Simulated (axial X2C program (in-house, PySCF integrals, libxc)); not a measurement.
Ionising HfS

Calculated with an in-house relativistic program for diatomic molecules, spin-free (one-electron X2C) or two-component (2c: spin–orbit coupling with atomic mean-field Coulomb and Gaunt terms, which also bring small scalar terms), in Dyall basis sets with cores contracted in-house; open shells are unrestricted.

Basis sets: Hf dyall-cv3z, S dyall-av3z.

```
Hamiltonian  level       HfS state  Re (Å)  ωe (cm⁻¹)  De (eV)
  spin-free   PBE0  M_S = 0, Λ = 0   2.151      541.7     6.16
         2c   PBE0           Ω = 0   2.151      541.4      n/a
```

Adiabatic ionisation energy (minimum to minimum, no zero-point term) and constants of HfS⁺:

```json
{"Hamiltonian": "spin-free", "level": "PBE0", "HfS⁺ state": "M_S = 1/2, Λ = 0", "IE (eV)": "7.43", "Re (Å)": "2.116", "ωe (cm⁻¹)": "578.2", "De (eV)": "5.49", "fragments": "Hf+ + S"}
{"Hamiltonian": "2c", "level": "PBE0", "HfS⁺ state": "Ω = 1/2", "IE (eV)": "7.43", "Re (Å)": "2.115", "ωe (cm⁻¹)": "577.7", "De (eV)": "n/a", "fragments": "Hf+ + S"}
```

Problem. Add the zero-point terms to the ionisation energy at PBE0, 2c, and say whether the electron removed was bonding.

Solution. IE0 = IE + (ωe⁺ − ωe)/2 = 7.43 + (0.002) = 7.43 eV. Re changes by -0.036 Å, so the bond shortens, as on loss of an antibonding or a polarising non-bonding electron.

Each entry is the lowest single determinant of a limited PBE0 search at one distance. De goes to single-determinant-based atoms at the same level (for ions the charge split of lowest energy) and is withheld (n/a) where an atom does not fit its ground term or J level. Main or longest-lived isotopes. One determinant is a doubtful description, or other states lie close, for HfS⁺; these need not be ground states, and all values refer to the states named. The functionals have no current term, which raises determinants with orbital currents.
